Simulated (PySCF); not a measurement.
C₂H₆GeO₃, SMILES C=[CH][Ge]([OH])([OH])[OH] (connectivity only; charge and spin as stated), charge -1, multiplicity 2.

Geometry optimised at PBE0-D3(BJ)/def2-SVPD. The values are those of a single conformer.

Level of theory: PBE0-D3(BJ)/def2-SVPD (PySCF).

Frequencies are harmonic and unscaled.

| mode | ν (cm⁻¹) | IR (km/mol) | moving atoms (share of kinetic energy) |
|---|---|---|---|
| 1 | 41 | 0.2 | C 42 %, H 39 %, O 16 % |
| 2 | 112 | 2.5 | O 56 %, C 20 %, H 15 %, Ge 10 % |
| 3 | 121 | 7.2 | O 41 %, H 29 %, Ge 16 %, C 13 % |
| 4 | 163 | 20.2 | H 59 %, O 30 % |
| 5 | 198 | 5.7 | O 59 %, Ge 16 %, H 14 %, C 10 % |
| 6 | 244 | 0.3 | O 51 %, H 46 % |
| 7 | 246 | 34.0 | O 59 %, H 16 %, C 13 %, Ge 11 % |
| 8 | 308 | 8.6 | C 47 %, Ge 24 %, H 16 %, O 13 % |
| 9 | 403 | 49.0 | O 84 % |
| 10 | 426 | 53.7 | H 87 %, O 10 % |
| 11 | 464 | 83.8 | H 53 %, C 33 %, Ge 8 % |
| 12 | 488 | 142.3 | H 55 %, C 25 %, Ge 10 %, O 9 % |
| 13 | 500 | 0.7 | H 60 %, C 36 % |
| 14 | 602 | 105.3 | O 83 %, Ge 14 % |
| 15 | 604 | 155.4 | O 74 %, Ge 23 % |
| 16 | 787 | 105.1 | H 91 %, O 8 % |
| 17 | 923 | 174.9 | H 81 %, C 14 % |
| 18 | 929 | 30.9 | H 79 %, C 15 % |
| 19 | 934 | 0.9 | H 90 % |
| 20 | 968 | 128.7 | H 86 %, O 9 % |
| 21 | 1024 | 9.8 | H 93 % |
| 22 | 1210 | 11.4 | H 68 %, C 32 % |
| 23 | 1388 | 8.6 | H 86 %, C 14 % |
| 24 | 1660 | 8.4 | C 88 %, H 12 % |
| 25 | 3070 | 79.3 | H 95 % |
| 26 | 3103 | 50.9 | H 92 %, C 8 % |
| 27 | 3157 | 38.4 | H 90 %, C 10 % |
| 28 | 3895 | 10.0 | H 94 % |
| 29 | 3896 | 43.9 | H 94 % |
| 30 | 3901 | 5.3 | H 94 % |
